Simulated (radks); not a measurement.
Problem. La10+, 47 electrons, occupied as [Kr] 4d10 5s1. Calculated with a radial shooting solver on a logarithmic mesh with Libxc functionals: Dirac Kohn-Sham, PBE, spin-unpolarised, spherical densities, point nucleus. Some entries of the table are withheld. Estimate them.

orbital,occ.,eigenvalue (eV),r(max) (bohr),<1/r> (bohr^-1)
1s1/2,2,-38869.01,0.01607,62.03
2s1/2,2,-6308.084,0.09108,14.59
2p1/2,2,-5957.584,0.06950,14.57
2p3/2,4,-5544.316,0.07466,13.25
3s1/2,2,-1462.797,0.2605,5.257
3p1/2,2,-1315.062,0.2472,5.169
3p3/2,4,-1234.420,0.2584,4.841
3d3/2,4,-975.8015,(1),4.703
3d5/2,6,-958.5397,(2),4.620
4s1/2,2,-407.2941,0.6072,(3)
4p1/2,2,-352.6506,0.6172,(4)
4p3/2,4,-335.2080,0.6409,(5)
4d3/2,4,(6),0.6624,1.777
4d5/2,6,(7),0.6700,1.752
5s1/2,1,-161.6390,1.313,0.9880
5p1/2,0,-143.2059,1.391,(8)
5p3/2,0,-139.0305,1.436,(9)
6s1/2,0,-88.1332,2.431,0.5716

Solution. 
(1) 3d3/2 r(max) (bohr): 0.2081
(2) 3d5/2 r(max) (bohr): 0.2113
(3) 4s1/2 <1/r> (bohr^-1): 2.184
(4) 4p1/2 <1/r> (bohr^-1): 2.084
(5) 4p3/2 <1/r> (bohr^-1): 1.979
(6) 4d3/2 eigenvalue (eV): -245.1581
(7) 4d5/2 eigenvalue (eV): -242.0502
(8) 5p1/2 <1/r> (bohr^-1): 0.9241
(9) 5p3/2 <1/r> (bohr^-1): 0.8920
